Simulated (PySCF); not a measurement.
OP, SMILES O=[P], multiplicity 2. Geometry optimised at PBE-D3(BJ)/def2-TZVPD.

These are PBE-D3(BJ)/def2-TZVPD in PySCF 2.14.0 values and carry that method's errors.

Harmonic wavenumbers (cm⁻¹): 1199. Rotational constants (GHz): 21.39 (linear); symmetry number 1.

Work out the zero-point energy and the ideal-gas rigid-rotor harmonic-oscillator thermochemistry at 298.15 K and 1 atm.

ZPE = ½ Σ hcν = ½ × 1199 cm⁻¹ = 7.17 kJ/mol. H − E(el) = 15.89 kJ/mol. Entropy in J/(mol K): translation 156.76, rotation 55.47, vibration 0.17, spin 5.76, total 218.16. G − E(el) = -49.15 kJ/mol. Cp = 29.96 J/(mol K).
